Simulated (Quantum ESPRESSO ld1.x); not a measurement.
Question: These are the eigenvalues of the occupied orbitals of an atom or ion with whole-number occupations (Ry). All-electron calculation, scalar-relativistic Kohn-Sham, LDA (Slater exchange, Perdew-Zunger correlation), spin-polarised, spherical densities, point nucleus. Program: ld1.x of Quantum ESPRESSO 7.5.

orbital  eigenvalue
1s up      -515.555
1s down    -515.547
2s up      -62.5826
2s down    -62.3948
2p up      -53.7418
2p down    -53.5957
3s up      -9.22620
3s down    -8.85783
3p up      -6.72193
3p down    -6.36013
3d up      -2.75962
4s up      -1.60107
4d up      -0.45009

Which element is it, and in what charge state? The configuration may be excited. Open shells, if any, are filled with parallel spins first.

Answer: Z = 26, iron, charge +1: Fe+ in [Ar] 3d4 4s1 4d2. The list shows which subshells hold electrons but not how many an open one holds; the 1s level, -257.78 hartree, gives Z - s = 22.7 by -(Z - s)^2/2, which with screening and relativity narrows Z to a few neighbours, and the depths of the outer levels then fix element, charge and occupations together.
